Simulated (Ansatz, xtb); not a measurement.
## Two isomers of ClF2GaH2OSi

We compare X, `[F][GaH][O][Si@H](F)Cl`, a singlet, with Y, `F[SiH2][O][Ga]([F])[Cl]`, a singlet. Both are isolated molecules in the gas phase, relaxed with r2SCAN-D4/def2-SVP; the shapes shown needn't be the lowest conformers.

X (Å):

```yaml
atoms:
  - { symbol: Cl, position_ang: [0.5755, -0.7887, -0.5633] }
  - { symbol: F, position_ang: [-0.7601, 0.1066, 2.9524] }
  - { symbol: F, position_ang: [2.6862, -0.4880, 1.5012] }
  - { symbol: Ga, position_ang: [-0.5651, -1.6207, 3.1002] }
  - { symbol: O, position_ang: [0.7700, -2.2394, 2.0939] }
  - { symbol: Si, position_ang: [1.7261, -1.6444, 0.9126] }
  - { symbol: H, position_ang: [-1.4213, -2.5106, 4.0068] }
  - { symbol: H, position_ang: [2.5672, -2.7110, 0.3442] }
```

Y (Å):

```xyz
8

Cl    0.3888    1.1414    3.1526
F    -0.9496   -1.4921    0.3885
F    -1.3238    3.4596    1.4762
Ga   -0.5453    1.9116    1.4194
O    -0.5472    1.0789   -0.1320
Si   -0.2533   -0.4596   -0.6537
H     1.2023   -0.7526   -0.6634
H    -0.8913   -0.6314   -1.9797
```

Q: Which of the two would you expect CCSD(T)/def2-SVP + ΔMP2/def2-TZVPP electronic energies to favour?

A: Not settled: CCSD(T)/def2-SVP + ΔMP2/def2-TZVPP gives E(Y) − E(X) = +0.112 eV, but this leans on the basis-set step: CCSD(T) alone gives −0.030 eV.

Level by level:

```csv
level,geometry,E(Y) − E(X) (eV),departure from the last row (eV),"job, with rough time for the two"
r2SCAN-D4/def2-SVP,r2SCAN-D4/def2-SVP,+0.137,+0.025,"optimisation, 2.6 min"
HF/def2-SVP,r2SCAN-D4/def2-SVP,−0.044,−0.156,part of the CCSD(T) run
MP2/def2-SVP,r2SCAN-D4/def2-SVP,−0.017,−0.129,part of the CCSD(T) run
CCSD(T)/def2-SVP,r2SCAN-D4/def2-SVP,−0.030,−0.142,single point
CCSD(T)/def2-SVP + ΔMP2/def2-TZVPP,r2SCAN-D4/def2-SVP,+0.112,,"single point, 69 s"
```

As drawn, Y has 1 Cl–Ga, 1 Si–H in place of 1 Cl–Si, 1 Ga–H.

HF/def2-SVP, CCSD(T)/def2-SVP put the two in the other order. MP2/def2-SVP finds them nearly level. The largest departure from CCSD(T)/def2-SVP + ΔMP2/def2-TZVPP is that of HF/def2-SVP, 0.156 eV. Levels run at GFN2-xTB geometries aren't shown. The last row adds to CCSD(T) the change of the MP2 difference between the two basis sets, here +0.142 eV, a large step that makes the value less sure.

With harmonic frequencies from r2SCAN-D4/def2-SVP (ideal gas, rigid rotor, one conformer each, 298.15 K, 1 atm): on the last row, ΔE + ΔZPE = +0.134 eV. A mode under 50 cm⁻¹ makes harmonic enthalpies and free energies unreliable, so none is given.

The correlated steps freeze 22 core orbitals; the filled d shell of Ga is correlated, in a basis made for valence electrons. Codes used: Ansatz 0.2.0; the last row on 2 threads of Arm Neoverse V2 on a shared host.
